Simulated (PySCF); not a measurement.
Isomers of C7H5F3.

All values: PBE0/pcSseg-1 (PySCF) at GFN2-xTB geometries, gas phase, one conformer each.

Question: Rank by the lowest Hirshfeld charge on any atom, highest value first.
A. `FC(F)(F)C#CC1=CCC1`
B. benzotrifluoride, `FC(F)(F)C1=CC=CC=C1`
C. `[CH:1]#[C:2][CH2:3][C:4](=[CH2:5])[C:6]([F:7])=[C:8]([F:9])[F:10]` with C2–C3–C4–C5 -112°, C3–C4–C6–F7 -171°

Answer: A (-0.097 e), B (-0.109 e), C (-0.120 e).

Question: Rank by the lowest IAO charge on any atom, highest value first.
A. `FC(F)(F)C#CC1=CCC1`
B. `[CH2:1]=[C:2]([F:3])[C:4](=[CH2:5])[C:6]#[C:7][CH:8]([F:9])[F:10]` with C1–C2–C4–C5 179°
C. `[CH:1]#[C:2][CH2:3][C:4](=[CH2:5])[C:6]([F:7])=[C:8]([F:9])[F:10]` with C2–C3–C4–C5 -112°, C3–C4–C6–F7 -171°

Answer: A (-0.274 e), C (-0.312 e), B (-0.359 e).

Question: Rank by the highest IAO charge on any atom, lowest value first.
A. `[CH:1]#[C:2][CH2:3][C:4](=[CH2:5])[C:6]([F:7])=[C:8]([F:9])[F:10]` with C2–C3–C4–C5 -112°, C3–C4–C6–F7 -171°
B. `C1C=C(C#CC(F)(F)F)C1`
C. `[CH2:1]=[C:2]([F:3])[C:4](=[CH2:5])[C:6]#[C:7][CH:8]([F:9])[F:10]` with C1–C2–C4–C5 179°

Answer: C (+0.440 e), A (+0.513 e), B (+0.807 e).

All values together:

| SMILES | μ (D) | HOMO (eV) | LUMO (eV) | lowest IAO charge (e) | highest IAO charge (e) | lowest Hirshfeld charge (e) | highest Hirshfeld charge (e) |
| --- | --- | --- | --- | --- | --- | --- | --- |
| C#CCC(=C)C(F)=C(F)F | 1.76 | -6.99 | -1.10 | -0.312 (C) | +0.513 (C) | -0.120 (C) | +0.155 (C) |
| FC(F)(F)c1ccccc1 | 2.95 | -7.95 | -1.01 | -0.286 (F) | +0.803 (C) | -0.109 (F) | +0.259 (C) |
| FC(F)(F)C#CC1=CCC1 | 4.09 | -7.47 | -1.57 | -0.274 (F) | +0.807 (C) | -0.097 (F) | +0.265 (C) |
| C=C(F)C(=C)C#CC(F)F | 1.83 | -7.37 | -1.93 | -0.359 (C) | +0.440 (C) | -0.115 (C) | +0.160 (C) |

Conformers: `[CH:1]#[C:2][CH2:3][C:4](=[CH2:5])[C:6]([F:7])=[C:8]([F:9])[F:10]` with C2–C3–C4–C5 -112°, C3–C4–C6–F7 -171°; `[CH2:1]=[C:2]([F:3])[C:4](=[CH2:5])[C:6]#[C:7][CH:8]([F:9])[F:10]` with C1–C2–C4–C5 179°.
